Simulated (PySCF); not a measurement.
C3H12Si3, SMILES [C@H]1(C[SiH3])C[SiH2][SiH2]1.

Geometry optimised at PBE-D3(BJ)/def2-SVP. The structure was generated by enumeration; whether it is a known compound was not checked. One conformer was computed; it need not be the lowest.

Two levels are set side by side: PBE/def2-TZVP (PySCF) and PBE0/def2-TZVP (PySCF). Same geometry, gas phase. Differences are taken from unrounded values.

| quantity | PBE0 |
|---|---|
| orbital gap (eV) | 7.14 |
| highest occupied level (eV) | -7.23 |
| lowest empty level (eV) | -0.09 |
| dipole moment (D) | 0.32 |

What does PBE give, and how far is it from PBE0? (An estimate is asked for; the answer gives what the named calculation found.)


| quantity | PBE | PBE minus PBE0 |
|---|---|---|
| orbital gap (eV) | 5.27 | -1.87 |
| highest occupied level (eV) | -6.17 | 1.06 |
| lowest empty level (eV) | -0.90 | -0.82 |
| dipole moment (D) | 0.29 | -0.03 |

PBE's occupied levels lie high since its potential decays too fast outside the molecule; exact exchange lowers them and widens the gap. Differences between two approximate levels are no errors against the true value.

Rough cost on one machine, each run with all the roots and properties that it gave: PBE0 against PBE within a factor of 2.
